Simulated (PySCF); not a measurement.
Highest occupied level (eV) of eight silicon and germanium compounds: PBE beside HF, computed with PySCF for isolated molecules in the bases named; differences from unrounded values. The eight are the first of their class met in an unordered collection, after screening for sound electronic states; none was chosen by its value. Each molecule has one DFT geometry for both levels.

```
molecule                                               basis      HF
-------------------------------------------------  ---------  ------
C3H5FOSi, SMILES O1[Si@@H](F)C=CC1                 def2-TZVP  -10.58
CH8FNOSi2, SMILES C[Si@@H](O)[Si@H](N)F            def2-TZVP  -10.60
C2H7FOSi, SMILES C[Si@H](F)CO                      def2-TZVP  -11.84
GeHCl3, SMILES [Cl][GeH]([Cl])[Cl]                 def2-TZVP  -12.76
Si(H)(F)(OH)(OMe) (CH₅FO₂Si), SMILES CO[SiH](O)F   def2-TZVP  -12.69
Cl2FH3OSi2, SMILES Cl[Si](F)(Cl)O[SiH3]            def2-TZVP  -12.97
C4H9NSi, SMILES C=C=C[Si@@H](C)N                   def2-TZVP   -9.81
Si(H)2(OMe)(SeH) (CH₆OSeSi), SMILES CO[SiH2][SeH]  def2-TZVP   -9.75
```

Question: Estimate the PBE values and say how PBE differs from HF over the set. (The exact figures need the calculation; the answer reports its results.)

Answer: 
| molecule | PBE | difference |
|---|---|---|
| C3H5FOSi, SMILES O1[Si@@H](F)C=CC1 | -6.90 | 3.68 |
| CH8FNOSi2, SMILES C[Si@@H](O)[Si@H](N)F | -6.30 | 4.31 |
| C2H7FOSi, SMILES C[Si@H](F)CO | -6.45 | 5.39 |
| GeHCl3, SMILES [Cl][GeH]([Cl])[Cl] | -7.94 | 4.82 |
| Si(H)(F)(OH)(OMe) (CH₅FO₂Si), SMILES CO[SiH](O)F | -7.07 | 5.62 |
| Cl2FH3OSi2, SMILES Cl[Si](F)(Cl)O[SiH3] | -7.98 | 4.98 |
| C4H9NSi, SMILES C=C=C[Si@@H](C)N | -5.86 | 3.95 |
| Si(H)2(OMe)(SeH) (CH₆OSeSi), SMILES CO[SiH2][SeH] | -6.04 | 3.71 |
PBE lies below HF in 0 and above it in 8 of the eight; the mean signed difference is 4.56 and the largest 5.62 eV.
